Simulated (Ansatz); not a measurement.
# Cost against result

Saddle point of SiH$_{3}$OF$_{3}$, singlet (SiHOF₃ ([OH][Si]([F])([F])[F]) + H₂ → SiHF₃ ([F][SiH]([F])[F]) + H₂O; bonds formed: Si1–H7, O2–H6; bonds broken: Si1–O2, H6–H7), PBE0-D4/def2-TZVP structure:

Si1  (0.397, -0.137, 0.414)
O2  (-0.802, -0.201, -0.915)
F3  (1.257, -1.316, -0.252)
F4  (0.079, -0.811, 1.810)
F5  (1.497, 1.006, 0.378)
H6  (-1.092, 0.712, -0.311)
H7  (-0.762, 1.034, 0.727)
H8  (-0.573, -0.286, -1.851)
(Å)

Barriers are electronic and count from the start structure reached by relaxing down the imaginary mode.

Computed with Ansatz 0.2.0 (basis: as named in each row); correlated methods freeze the cores. B3LYP uses VWN-RPA correlation. Extrapolation: Hartree–Fock as exp(−7.88 √X), correlation as X^−2.97.

Times are rough, for one single point on 4 threads of a shared host (Intel Xeon).

The estimate by CCSD(T) at an estimated basis limit (MP2 extrapolated from triple and quadruple zeta, plus CCSD(T) − MP2 in triple zeta) is 56.90 kcal/mol.

```csv
method,basis,time (s),barrier (kcal/mol),method less estimate
HF,STO-3G,under 1,75.30,18.40
PBE-D4,STO-3G,under 1,40.74,-16.16
SPW92,def2-SVP,under 1,31.41,-25.49
PBE-D4,def2-SVP,1,41.18,-15.72
B3LYP-D4,6-31G,1,44.16,-12.74
PBE0-D4,def2-SVP,2,44.96,-11.94
SPW92,def2-TZVPP,2,37.24,-19.66
BLYP-D4,def2-TZVPP,3,53.56,-3.34
PBE-D4,def2-TZVPP,3,47.37,-9.53
BHLYP-D4,def2-TZVPP,4,59.41,2.51
B3LYP-D4,def2-TZVPP,5,55.49,-1.41
wB97M-V,def2-SVP,5,46.21,-10.69
CAM-B3LYP-D4,def2-TZVPP,5,54.71,-2.19
PBE0-D4,def2-TZVPP,6,50.97,-5.93
CCSD(T),def2-SVP,6,53.27,-3.63
r2SCAN-D4,def2-TZVPP,6,51.65,-5.25
r2SCAN0-D4,def2-TZVPP,6,53.77,-3.13
RPA on PBE,def2-TZVPP,6,57.15,0.25
B2PLYP,def2-TZVPP,8,56.53,-0.37
PBE-QIDH,def2-TZVPP,8,54.45,-2.45
B97M-V,def2-TZVPP,9,54.02,-2.88
wB97X-V,def2-TZVPP,9,54.36,-2.54
wB97M-V,def2-TZVPP,10,53.78,-3.13
MP2,def2-QZVPP,26,57.00,0.10
CCSD(T),def2-TZVPP,120,57.04,0.14
```

All methods are single points on the PBE0-D4 structures.

No T1 diagnostic of these runs exceeds 0.012.

Labels in which every atom is bracketed show which atoms are joined, not bond orders.
